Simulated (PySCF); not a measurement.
# Frontier orbitals and the lowest excitations

Species: (Cl)3Hf-O-SiH3 (singlet state).
Structure used (PBE0-D3(BJ)/def2-SVP), in Å, numbered top down from 1:
```xyz
9
Cl3H3HfOSi angstrom
Hf    -0.3625    0.8706    1.4136
Cl    -2.1913   -0.1844    2.4127
Cl     1.4065    0.9323    2.9485
Cl    -0.9917    3.0192    0.7345
O      0.1385   -0.1163   -0.1383
Si     0.4642   -0.9668   -1.5487
H      1.3223   -0.1238   -2.4274
H     -0.8262   -1.2729   -2.2280
H      1.1729   -2.2275   -1.1926
```

Computed, not measured: PySCF, TDDFT CAM-B3LYP/def2-SVPD, vertical, gas phase, core orbitals frozen in the response, def2 core potentials past Kr. Spin–orbit coupling is left out.

Frontier orbitals with the atoms that hold most of them (Löwdin shares over 4%, at most four atoms):

```csv
orbital,ε (eV),atoms
LUMO+2,-0.06,"Hf1 42%, Si6 11%, Cl4 10%, Cl2 10%"
LUMO+1,-0.62,"Hf1 67%, Cl3 14%, Cl2 9%, Cl4 6%"
LUMO,-0.65,"Hf1 67%, Cl4 13%, Cl2 10%, Cl3 6%"
HOMO,-10.79,"Cl2 36%, Cl3 32%, Cl4 28%"
HOMO-1,-10.81,"Cl2 26%, Cl4 21%, O5 20%, Si6 11%"
HOMO-2,-10.82,"Cl3 32%, O5 19%, Cl4 15%, Si6 11%"
HOMO-3,-11.23,"Cl4 20%, Cl3 19%, Cl2 17%, Si6 13%"
```

Q: The HOMO–LUMO gap is 10.14 eV. Where does the response calculation put the lowest singlet, and from which orbitals?

A: S1 is at 6.60 eV (f = 0.0000), 3.54 eV below the gap, made of HOMO-2/HOMO-1→LUMO (≥55%), HOMO-2/HOMO-1→LUMO+1 (≥16%). 

Next come S2 at 6.63 eV (f 0.0025), HOMO→LUMO (48%), HOMO-2/HOMO-1→LUMO+1 (≥24%); S3 at 6.65 eV (f 0.0013), HOMO→LUMO+1 (32%), HOMO-2/HOMO-1→LUMO (≥18%), HOMO-2/HOMO-1→LUMO+1 (≥17%); S4 at 6.81 eV (f 0.037), HOMO→LUMO (28%), HOMO→LUMO+1 (18%), HOMO-5→LUMO+1 (13%); S5 at 6.82 eV (f 0.031), HOMO-2/HOMO-1→LUMO (≥39%), HOMO→LUMO+1 (8%).

Orbitals of the list HOMO-3 to LUMO+2 that lie within 0.01 eV of each other are written together with a slash and their weights summed (≥ marks a lower bound); for degenerate orbitals outside that list single weights are arbitrary.

Löwdin shares depend on the basis, the more so with diffuse functions.

Time: 3.7 min (grids of density and orbitals included); peak memory 1.1 GiB. Hardware: one thread of an Intel Xeon 6975P-C, shared host with 192 logical CPUs at a one-minute load of 112.
